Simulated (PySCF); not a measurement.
# Rotational lines of SbP

Lines J+1 ← J of the vibrational ground state, computed from RHF-CCSD(T) constants of SbP, ¹Σ⁺ (singlet), closed shell (PySCF, scalar-relativistic core potentials, basis sets Sb def2-SVPD with ECP28, P def2-SVPD; masses 120.9038 and 30.9738 u), in MHz:

```csv
J,ν (MHz)
2,24233.4
3,32311.1
4,40388.6
5,48466.0
6,56543.2
```

Q: Find B0 and the effective bond length r0; with αe = 0.000532 cm⁻¹, find Re.

A: ν = 2B0(J+1) − 4D(J+1)³ gives B0 = 0.13472 cm⁻¹. With the reduced mass μred = 24.657 u, r0 = √(16.8576/(μred·B0)) (u, cm⁻¹, Å) = 2.2527 Å. Be = B0 + αe/2 = 0.13499 cm⁻¹ gives Re = 2.251 Å.

Correlated steps freeze 9 core orbitals. Correlated levels converge slowly with the basis: in double zeta they bind strong bonds too weakly, by up to about 1 eV, and carry superposition errors of some tenths. These are scalar-relativistic numbers at best; spin–orbit coupling would shift them, the dissociation energy most. Where the molecule has an RHF reference, its open-shell atoms are computed with UHF.
